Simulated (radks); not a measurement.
Exchange energies: the exact (Fock) value of the Kohn-Sham orbitals and density-functional approximations, as 100 (|E| - |E exact|)/|E exact|, negative where the magnitude is too small. Species: Ba+ [Xe] 6s1; Mn15+ [Ne]; Ce57+ 1s1; Re [Xe] 4f14 5d5 6s2. Method: non-relativistic Kohn-Sham, exchange-only B88, spin-polarised, spherical densities, point nucleus; computed with a radial shooting solver on a logarithmic mesh with Libxc functionals. Every spin shell is full or empty, so the densities are truly spherical. Functionals are evaluated on that one density, not self-consistently.

functional	Ba+	Mn15+	Ce57+	Re
exact (hartree)	-188.939	-38.4719	-18.1203	-309.874
LDA	-4.65	-8.30	-14.23	-3.81
B88	+0.02	-0.30	-0.87	+0.18
PBE	-0.42	-0.95	-2.09	-0.23
RPBE	-0.25	-0.33	-0.41	-0.11
PW91	-0.01	-0.53	-1.79	+0.16
PW86	-0.24	-0.01	-0.36	-0.25
WC	-0.82	-1.94	-4.04	-0.53
AM05	-4.36	-7.16	-11.02	-3.60
SOGGA	-2.20	-3.87	-6.56	-1.74
B86b	-0.02	-0.32	-1.14	+0.12
G96	+0.36	-0.07	-0.41	+0.57
MS2	-0.62	-0.19	0.00	-0.56
TASK	-2.21	-2.26	0.00	-1.81
MVS	+0.04	-0.28	0.00	+0.14
